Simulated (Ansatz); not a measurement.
Two isomers of C2H6AlClSi: A = `C=[C](Cl)[AlH][SiH3]`, B = `[Cl][Al]1[CH2]C[SiH2]1`.

Isolated molecules relaxed with PBE0-D4/def2-TZVP in Ansatz; ΔE leaves out vibrations. CCSD(T)/CBS is the MP2 limit (def2-TZVPP, def2-QZVPP) plus CCSD(T) − MP2 in def2-TZVPP, frozen cores. DFT in def2-TZVPP. B3LYP here is the variant with VWN-RPA as its local correlation; programs differ in this. Each species was taken in one conformer, which may not be the lowest.

Task: Which is lower in electronic energy at CCSD(T)/CBS, and by how much? (Estimate.)

Result: Computed: B, by 56.9 kcal/mol.

Task: Give E(B) − E(A) in kcal/mol with PBE-D4, HF/def2-TZVPP, B2PLYP, MP2/def2-TZVPP, CCSD(T)/def2-TZVPP, B3LYP-D4, r2SCAN-D4. (An estimate is asked.)

Result: Ansatz gave: PBE-D4 -57.1, HF/def2-TZVPP -51.7, B2PLYP -55.8, MP2/def2-TZVPP -60.4, CCSD(T)/def2-TZVPP -56.4, B3LYP-D4 -53.7, r2SCAN-D4 -58.7. None reverses the order clearly.

Largest T1 diagnostic: 0.012.

In def2-TZVPP, CCSD(T) changes the Hartree–Fock value by −4.8 kcal/mol (the triples alone add +0.2 kcal/mol) and MP2 by −8.7 kcal/mol. From PBE to PBE0 (25 % exact exchange), in def2-TZVPP and without D4, E(B) − E(A) moves by −3.0 kcal/mol.
